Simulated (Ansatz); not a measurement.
Si₁₇OH₂₂, a nanocrystal with a defect cut from the lattice of silicon (double-bonded O in place of two caps) was relaxed with r2SCAN-D4 (def2-SVP) in Ansatz in these states: charge -1 doublet, neutral singlet. The geometries follow in no particular order.

Single mean-field runs in def2-SVP are fitted with def2-universal-jkfit.

A:

```xyz
40

Si    4.1558    1.1691    0.5792
Si    0.3277    3.1198   -0.1139
Si   -1.8554   -2.6558   -2.5761
Si   -2.4611    0.8785   -1.6749
Si    1.0140   -0.5847   -1.0572
Si    0.9311    0.4155    2.6491
Si   -1.9174   -1.7076    1.1526
Si   -2.5065    1.9308    2.1092
Si    3.3478   -0.3231   -1.0527
Si    0.4760   -2.3092   -2.5743
Si   -0.1496    1.3800   -1.6241
Si    3.2660    0.6796    2.7007
Si   -0.1975    2.3938    2.0616
Si   -3.1422   -0.7623   -3.2747
Si   -2.3789   -3.4050   -0.4062
Si   -3.0315    0.2668    0.5297
Si    0.3930   -1.2751    1.1043
O    -3.0511   -0.3728   -4.8000
H     5.6547    1.0765    0.6594
H     3.8272    2.5837    0.2167
H    -0.5771    4.2825   -0.4113
H     1.7300    3.6573   -0.1528
H    -2.0978   -3.8384   -3.4803
H    -3.1367    2.2087   -1.8968
H     0.4851    0.0120    4.0291
H    -2.2996   -2.1071    2.5528
H    -3.2549    3.1996    1.8115
H    -2.8943    1.5155    3.5021
H     3.8503    0.1181   -2.3970
H     3.9849   -1.6527   -0.7618
H     0.9467   -1.8709   -3.9315
H     1.3229   -3.4985   -2.1958
H     0.3184    1.7971   -2.9903
H     3.6801    1.7373    3.6843
H     3.8851   -0.6087    3.1641
H     0.1363    3.4595    3.0703
H    -3.8328   -3.7688   -0.2934
H    -1.6046   -4.6326   -0.0067
H    -4.5103    0.0061    0.6296
H     1.1660   -2.5146    1.4657
```

B:

```xyz
40

Si    2.978    2.722   -1.715
Si   -1.116    2.948   -0.152
Si   -1.499   -3.643   -1.325
Si   -3.026   -0.285   -0.017
Si    0.533   -0.343   -1.480
Si    1.888    1.246    1.727
Si   -0.161   -2.021    1.899
Si   -1.623    1.281    3.213
Si    2.180    0.762   -2.744
Si    0.068   -2.382   -2.555
Si   -1.442    0.915   -1.290
Si    3.582    2.350    0.527
Si   -0.088    2.510    1.918
Si   -3.454   -2.339   -1.093
Si   -0.621   -4.060    0.823
Si   -2.122   -0.740    2.113
Si    1.406   -0.791    0.655
O    -4.851   -2.787   -1.594
H     4.176    3.214   -2.470
H     1.927    3.783   -1.780
H    -2.463    3.550    0.111
H    -0.322    3.918   -0.969
H    -1.838   -4.923   -2.025
H    -4.293    0.504    0.111
H     2.378    0.960    3.118
H     0.386   -2.286    3.272
H    -2.882    2.072    3.400
H    -1.040    0.985    4.561
H     1.645    1.078   -4.107
H     3.326   -0.191   -2.902
H    -0.470   -2.118   -3.928
H     1.340   -3.164   -2.689
H    -2.004    1.158   -2.660
H     3.920    3.655    1.181
H     4.805    1.483    0.551
H     0.222    3.807    2.607
H    -1.614   -4.848    1.622
H     0.635   -4.867    0.697
H    -3.134   -1.522    2.899
H     2.667   -1.589    0.489
```

Problem. Judge from the bond lengths which geometry belongs to which state (an estimate).

Solution. A is the charge -1 doublet (Si4–Si14 2.391 Å, Si3–Si14 2.394 Å, Si14–O18 1.577 Å); B is the neutral singlet (Si4–Si14 2.358 Å, Si3–Si14 2.361 Å, Si14–O18 1.550 Å).
